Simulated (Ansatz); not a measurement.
The cluster Ga3As4, relaxed as a quartet with UKS PBE-D4/def2-SVP in Ansatz, starting from the PBE-D4/def2-SVP geometry of the neutral doublet. Force threshold 0.03 eV/Å.

At PBE-D4/def2-SVP a doublet of charge 0 lies 0.78 eV below the quartet, each at its own geometry. The structure comes from a short search, and lower isomers may exist.

Start:

Cartesian coordinates in Å:
```
Ga -0.8288 -2.2644 0.1858
Ga -1.2535 0.3146 -1.2885
Ga 1.2252 -0.3837 1.2959
As 1.0826 -1.0720 -1.3273
As 1.3972 1.3033 -0.9904
As -1.4458 0.0797 1.4096
As -0.1768 2.0224 0.7150
```

| step | energy (eV) | largest force component (eV/Å) | SCF passes |
| --- | --- | --- | --- |
| 1 | -400393.8544 | 0.683 | 24 |
| 2 | -400394.1610 | 0.356 | 28 |
| 3 | -400394.2652 | 0.287 | 29 |
| 4 | -400394.2881 | 0.082 | 23 |
| 5 | -400394.2905 | 0.017 | 24 |
| 6 | -400394.2907 | 0.005 | 22 |
| 7 | -400394.2907 | 0.004 | 18 |
| 8 | -400394.2908 | 0.017 | 23 |
| 9 | -400394.2911 | 0.027 | 24 |
| 10 | -400394.2918 | 0.043 | 23 |
| 11 | -400394.3111 | 0.182 | 28 |
| 12 | -400394.3207 | 0.136 | 24 |
| 13 | -400394.3524 | 0.195 | 27 |
| 14 | -400394.3633 | 0.046 | 24 |
| 15 (rejected) | -400394.3618 | 0.093 | 23 |
| 16 | -400394.3646 | 0.012 | 23 |

Force components are those of the run's own axes.

End:

```xyz
7

Ga   -0.899   -1.879   -0.040
Ga   -1.286    0.525   -1.409
Ga    1.270   -0.340    1.316
As    1.309   -1.288   -1.159
As    1.314    1.147   -1.119
As   -1.339   -0.081    1.707
As   -0.370    1.915    0.703
```

Bonds lost: Ga2–As4, Ga2–As6 (atoms count from 1).

The force fell under the threshold at step 5, but the optimiser went on and released 0.074 eV more. No frequencies were taken in this run, so the end may be a saddle point.

It took 2.8 min on 4 threads of Intel Xeon on a shared host, peak host memory 0.61 GiB.
